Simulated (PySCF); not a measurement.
ClGaH2S2, SMILES [SH][Ga]([SH])[Cl].

The structure is a stationary point at PBE0-D3(BJ)/def2-SVP. Other conformers were not sampled.

The numbers are results of TDA-PBE/def2-SVPD in PySCF 2.14.0, not measurements.

Vertical excitations. Gas-phase values at a fixed geometry. State labels are in the subgroup C2v.

Computed lowest excited states:
| state | symmetry | energy (eV) | λ (nm) | f | main pairs |
|---|---|---|---|---|---|
| S1 | A2 | 4.53 | 274 | 0.000 | HOMO→LUMO 100 % |
| S2 | B1 | 4.98 | 249 | 0.018 | HOMO−1→LUMO 99 % |
| S3 | B2 | 5.18 | 239 | 0.005 | HOMO→LUMO+1 68 %, HOMO−2→LUMO 31 % |
| S4 | A2 | 5.43 | 228 | 0.000 | HOMO→LUMO+2 99 % |
| S5 | B2 | 5.72 | 217 | 0.095 | HOMO−2→LUMO 47 %, HOMO−4→LUMO 36 %, HOMO→LUMO+1 14 % |
| S6 | A1 | 5.78 | 215 | 0.039 | HOMO−1→LUMO+1 87 % |
| S7 | A2 | 5.81 | 213 | 0.000 | HOMO−2→LUMO+1 99 % |
| S8 | B1 | 5.82 | 213 | 0.007 | HOMO−1→LUMO+2 98 % |
| S9 | B1 | 6.03 | 206 | 0.023 | HOMO−3→LUMO 98 % |
| S10 | B2 | 6.24 | 199 | 0.049 | HOMO−2→LUMO+2 91 % |
| T1 | A2 | 4.24 | 292 | 0 | HOMO→LUMO 99 % |
| T2 | B1 | 4.63 | 268 | 0 | HOMO−1→LUMO 99 % |
| T3 | B2 | 4.67 | 265 | 0 | HOMO→LUMO+1 97 % |
| T4 | A1 | 5.01 | 247 | 0 | HOMO−1→LUMO+1 98 % |
Triplets are in the Tamm–Dancoff approximation.
